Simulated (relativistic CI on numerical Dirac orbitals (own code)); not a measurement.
## Ir70+: computed level list

Calculated at this level of theory: Dirac-Coulomb-Breit CI, orbitals from a KLI potential per configuration, a model potential for QED, unscaled Slater integrals (own radial code, finite nucleus).

CI space (outside the closed core 1s2): 2s2 2p3, 2s 2p4, 2p5, 2p4 3s, 2s2 2p2 3s, 2p4 3p, 2p4 3d, 2s2 2p2 3p, 2s2 2p2 3d, 2s 2p3 3s, 2s 2p3 3p, 2s 2p3 3d, 2s2 2p2 4s, 2s2 2p2 4p, 2s2 2p2 4d, 2s2 2p2 4f. Levels of other configurations are missing.

The lowest level is 2s2 2p3 2P°_3/2, with 49 % of that term; Hund's rules for 2s2 2p3 give 4S° with J = 3/2, of which the calculation keeps J, while another term leads.

| No. | Configuration | Term | J | E (eV) | % | Landé g | Lifetime (s) |
| --- | --- | --- | --- | --- | --- | --- | --- |
| 1 | 2s2 2p3 | 2P° | 3/2 | 0.0 | 49 | 1.307 |  |
| 2 | 2s2 2p3 | 4S° | 3/2 | 1673.2 | 55 | 1.430 | 2.33e-11 |
| 3 | 2s2 2p3 | 2D° | 5/2 | 1696.5 | 100 | 1.158 | 1.35e-10 |
| 4 | 2s2 2p3 | 2P° | 1/2 | 1753.1 | 100 | 0.611 | 4.22e-11 |
| 5 | 2s 2p4 | 4P | 5/2 | 2043.4 | 69 | 1.436 | 2.27e-13 |
| 6 | 2s 2p4 | 2S | 1/2 | 2156.7 | 65 | 1.982 | 6.28e-14 |
| 7 | 2s 2p4 | 2P | 3/2 | 2158.1 | 52 | 1.166 | 3.37e-14 |
| 8 | 2s2 2p3 | 2P° | 3/2 | 3430.5 | 51 | 1.284 | 6.61e-12 |
| 9 | 2s 2p4 | 4P | 3/2 | 3746.3 | 86 | 1.583 | 6.91e-14 |
| 10 | 2s 2p4 | 2D | 5/2 | 3788.8 | 69 | 1.278 | 6.91e-14 |
| 11 | 2s 2p4 | 2P | 1/2 | 3859.7 | 65 | 1.337 | 2.77e-14 |
| 12 | 2s 2p4 | 2D | 3/2 | 3867.4 | 55 | 1.000 | 2.80e-14 |
| 13 | 2p5 | 2P° | 3/2 | 4276.8 | 99 | 1.295 | 2.30e-14 |
| 14 | 2s 2p4 | 4P | 1/2 | 5552.8 | 40 | 1.880 | 3.27e-14 |
| 15 | 2p5 | 2P° | 1/2 | 5982.1 | 100 | 0.612 | 1.70e-14 |
| 16 | 2s2 2p2 3s | 4P | 1/2 | 9538.2 | 46 | 1.987 | 3.55e-15 |
| 17 | 2s2 2p2 3p | 2P° | 1/2 | 9650.4 | 47 | 0.644 | 2.66e-13 |
| 18 | 2s2 2p2 3p | 2P° | 3/2 | 10160.4 | 35 | 1.319 | 2.28e-13 |
| 19 | 2s2 2p2 3d | 2D | 3/2 | 10254.3 | 43 | 0.781 | 3.24e-15 |
| 20 | 2s2 2p2 3d | 2D | 5/2 | 10393.1 | 37 | 1.186 | 5.77e-16 |
| 21 | 2s2 2p2 3s | 4P | 3/2 | 11228.9 | 88 | 1.649 | 5.54e-15 |
| 22 | 2s2 2p2 3s | 2P | 1/2 | 11239.9 | 67 | 1.290 | 2.54e-15 |
| 23 | 2s2 2p2 3s | 2D | 5/2 | 11248.8 | 65 | 1.300 | 4.96e-15 |
| 24 | 2s2 2p2 3s | 2D | 3/2 | 11256.2 | 64 | 0.946 | 2.69e-15 |
| 25 | 2s2 2p2 3p | 4P° | 1/2 | 11339.6 | 49 | 1.727 | 4.13e-13 |
| 26 | 2s2 2p2 3p | 4D° | 3/2 | 11345.8 | 55 | 1.121 | 3.58e-13 |
| 27 | 2s2 2p2 3p | 2F° | 5/2 | 11359.2 | 50 | 1.037 | 2.76e-13 |
| 28 | 2s2 2p2 3p | 2P° | 3/2 | 11405.6 | 43 | 1.298 | 1.61e-13 |
| 29 | 2s 2p3 3s | 4P° | 5/2 | 11554.8 | 48 | 1.581 | 7.05e-15 |
| 30 | 2s 2p3 3s | 2P° | 3/2 | 11586.6 | 35 | 1.416 | 3.00e-15 |
| 31 | 2s 2p3 3s | 2P° | 1/2 | 11657.9 | 42 | 0.825 | 2.84e-15 |
| 32 | 2s 2p3 3s | 2P° | 3/2 | 11668.4 | 39 | 1.366 | 6.10e-15 |
| 33 | 2s 2p3 3p | 4P | 3/2 | 11677.6 | 30 | 1.650 | 4.01e-15 |
| 34 | 2s 2p3 3p | 2D | 5/2 | 11678.2 | 26 | 1.320 | 1.57e-15 |
| 35 | 2s 2p3 3p | 2P | 1/2 | 11770.8 | 36 | 1.255 | 1.48e-15 |
| 36 | 2s 2p3 3p | 2D | 3/2 | 11772.3 | 35 | 0.958 | 2.22e-15 |
| 37 | 2s2 2p2 3p | 4D° | 5/2 | 11840.3 | 52 | 1.403 | 1.89e-13 |
| 38 | 2s2 2p2 3p | 2P° | 1/2 | 11844.9 | 36 | 1.547 | 1.23e-13 |
| 39 | 2s2 2p2 3p | 2D° | 3/2 | 11849.9 | 53 | 1.119 | 1.69e-13 |
| 40 | 2s2 2p2 3p | 2F° | 7/2 | 11856.3 | 65 | 1.210 | 1.86e-13 |
| 41 | 2s2 2p2 3p | 4S° | 3/2 | 11879.0 | 32 | 1.406 | 2.13e-13 |
| 42 | 2s2 2p2 3p | 2D° | 5/2 | 11887.6 | 66 | 1.170 | 1.78e-13 |
| 43 | 2s2 2p2 3p | 2P° | 1/2 | 11912.5 | 87 | 0.624 | 1.11e-13 |
| 44 | 2s2 2p2 3d | 4F | 3/2 | 11948.2 | 43 | 0.918 | 1.68e-15 |
| 45 | 2s2 2p2 3d | 4F | 5/2 | 11949.4 | 53 | 0.951 | 4.50e-15 |

Energies count from the lowest computed level; ° marks odd parity; lifetimes are radiative, by E1, M1, E2, M2 decay to levels of this space only.

The mean weight of the leading LS term, summed over parents, in these 45 levels is 56 %, and that of the leading jj configuration (from the same eigenvectors) 100 %, so jj coupling describes them better and the LS labels are nominal.

At this charge energies of transitions that change n are usually good to better than 1 %, and those within a shell (Δn = 0) to a few per cent.

LS names give the leading component of a level, which can be under half, so a name can repeat, a term be missing and a line seem to break the LS rules.
